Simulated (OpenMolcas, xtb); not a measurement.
CH2FNSi (SMILES FC1=N[SiH2]1): methods side by side

CH2FNSi: 6 atoms, total charge 0, spin state singlet. SMILES: `FC1=N[SiH2]1`. Geometry: relaxed at PBE0-D4/def2-TZVP.

Each level gives the HOMO–LUMO gap (eV). The values are calculated.

| level | kind | program | value (eV) | CPU time |
| --- | --- | --- | --- | --- |
| GFN2-xTB | semi-empirical | xtb | 2.78 | under 2 s |
| GFN0-xTB | semi-empirical | xtb | 2.56 | under 2 s |
| GFN1-xTB | semi-empirical | xtb | 2.83 | under 2 s |
| HF/def2-SVP | Hartree–Fock | OpenMolcas | 13.21 | 4.8 s |
| TPSS/def2-SVP | meta-GGA | OpenMolcas | 4.76 | 27 s |
| B3LYP/def2-SVP | global hybrid | OpenMolcas | 6.26 | 19 s |
| PBE0/def2-SVP | global hybrid | OpenMolcas | 6.70 | 20 s |

The values span 2.56 to 13.21 eV. Orbital gaps aren't excitation energies; they tend to grow with the share of exact exchange. Times are those of the runs behind each value, whatever else they computed, on shared processors of several kinds: orders of magnitude only.
